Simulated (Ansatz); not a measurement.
Cost and result for the atomization energy of C2H3SSbSe (`[Se]=[C]1C[S][SbH]1`) (8 atoms, 8 bonds).

Total charge 0; spin multiplicity 1. Correlated methods include outer-core shells of Sb, Se, which these sets cover unevenly. Scalar relativity is left out up to krypton. Sb: def2 effective core potential. The structure was optimised at the PBE0-D4/def2-TZVP level. Program: Ansatz. All runs use 4 threads of an Arm Neoverse V2 on a shared host. Times are those of one run each, without the atoms' runs, and a repeat can differ threefold. Electronic energies, without spin–orbit coupling; frozen cores. CCSD(T)/CBS adds CCSD(T) − MP2 in def2-TZVPP to the MP2 limit, and its time is that of the two runs behind it. T1 = 0.016; the RHF reference is unstable towards UHF. With those shells the extrapolation isn't a true limit. B3LYP takes the VWN-RPA correlation (the form of Gaussian; ORCA's B3LYP/G). HSE06 is the plane-wave form, built on full-range PBE exchange.

CCSD(T)/CBS is a level of theory with its own doubt, some kJ/mol a heavy atom from the limit and from the frozen cores, so smaller differences don't rank the functionals.

```tsv
level	functions	wall time	atomization (kcal/mol)	difference from CCSD(T)/CBS	per bond
revPBE-D4/def2-TZVPP	244	2.8 s	638.2	7.4	0.9
BLYP-D4/def2-TZVPP	244	2.8 s	635.6	4.8	0.6
HSE06-D4/def2-TZVPP	244	5.5 s	635.0	4.2	0.5
BHLYP-D4/def2-TZVPP	244	5.5 s	596.9	-33.9	-4.2
r2SCAN-D4/def2-TZVPP (with forces)	244	7 s	631.3	0.5	0.1
B3LYP-D4/def2-TZVPP (with forces)	244	7.5 s	627.8	-3.0	-0.4
r2SCANh-D4/def2-TZVPP	244	8 s	623.7	-7.1	-0.9
B97M-V/def2-TZVPP	244	14 s	635.4	4.6	0.6
CCSD(T)/def2-SVP	119	14 s	570.2	-60.6	-7.6
ωB97M-V/def2-TZVPP (with forces)	244	19 s	624.6	-6.2	-0.8
MP2/def2-QZVPP	445	35 s	635.1	4.3	0.5
CCSD(T)/def2-TZVPP	244	5.3 min	604.7	-26.1	-3.3
CCSD(T)/CBS(def2)	–	5.9 min	630.8	0.0	0.0
```

From BLYP to BHLYP (50 % exact exchange), in def2-TZVPP and without D4, the atomization energy moves by −33.4 kcal/mol: exact exchange takes away binding that semilocal exchange gives to molecules. Leaving LDA and LC-ωPBE aside and taking each functional with its dispersion term where it has one, the values, not all of them listed here, spread over 60.9 kcal/mol, from BHLYP-D4 to PBE-D4. LDA lies +104.4 kcal/mol from PBE without D4, its usual overbinding. At CCSD(T), def2-SVP lies −60.6 kcal/mol from the extrapolated value and def2-TZVPP −26.0 kcal/mol: correlation converges slowly with the basis, and small sets miss more of it in the bonded molecule than in its fragments.

For some Ge, Se and Sn compounds the MP2-based and the directly extrapolated limit differ by 10 to 25 kJ/mol.
